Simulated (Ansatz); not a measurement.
The cluster KBr2, relaxed as a doublet with UKS PBE-D4/def2-TZVP in Ansatz, starting from the GFN1-xTB geometry. Force threshold 0.02 eV/Å.

The structure comes from a short search, and lower isomers may exist.

Start:

```
atom   x (Å)   y (Å)   z (Å)
  K1   2.538  -0.842  -0.727
 Br2   0.005   0.090  -0.057
 Br3  -2.543   0.752   0.784
```

```
step   energy (eV)  largest force component (eV/Å)  SCF passes
   1  -156392.0653                           0.400          16
   2  -156392.1012                           0.168          21
   3  -156392.1101                           0.036          22
   4  -156392.1240                           0.073          21
   5  -156392.1532                           0.074          23
   6  -156392.1693                           0.081          21
   7  -156392.2108                           0.118          24
   8  -156392.2408                           0.103          21
   9  -156392.2781                           0.124          21
  10  -156392.3598                           0.205          24
  11  -156392.4573                           0.232          21
  12  -156392.5899                           0.314          21
  13  -156392.7553                           0.362          23
  14  -156392.8516                           0.263          21
  15  -156392.8541                           0.434          23
  16  -156392.8886                           0.026          20
  17  -156392.8889                           0.002          21
```

Force components are those of the run's own axes.

End:

```csv
atom,x (Å),y (Å),z (Å)
K1,1.322,-1.166,0.059
Br2,0.139,1.444,-0.936
Br3,-1.461,-0.277,0.877
```

Bonds formed: K1–Br3 (atoms count from 1). The end is the same structure that another start reached, the lowest one found.

No frequencies were taken in this run, so the end may be a saddle point.

Hardware: 2 threads of Arm Neoverse V1 on a shared host. Wall time 48 s.
